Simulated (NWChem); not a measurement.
Species: CdNH2I; SMILES [I][Cd][NH2]

```xyz
5

Cd     0.0008     1.0773    -0.0157
I     -0.0003    -1.5158     0.0085
N     -0.0032     3.0863     0.1320
H     -0.8167     3.5105    -0.3138
H      0.8130     3.5134    -0.3057
```
Atoms are numbered in this order, from 1.

Results from NWChem. Coordinates come from a PBE0/def2-SVP optimisation. def2 effective core potentials on Cd, I; no spin-orbit coupling. Vertical excitations in the gas phase; the lowest state need not have the same character in each row.

For level PBE/def2-SVP, TDA:

```yaml
lowest excitation, singlet (eV): 3.90
oscillator_strength_of_that_lowest_state: 0.030
orbital gap (eV): 3.48
```

Task: Estimate the same quantities for level LRC-wPBEh/def2-SVP, TDA.

Result: lowest excitation, singlet (eV): 4.70
oscillator strength of that lowest state: 0.045
orbital gap (eV): 9.04
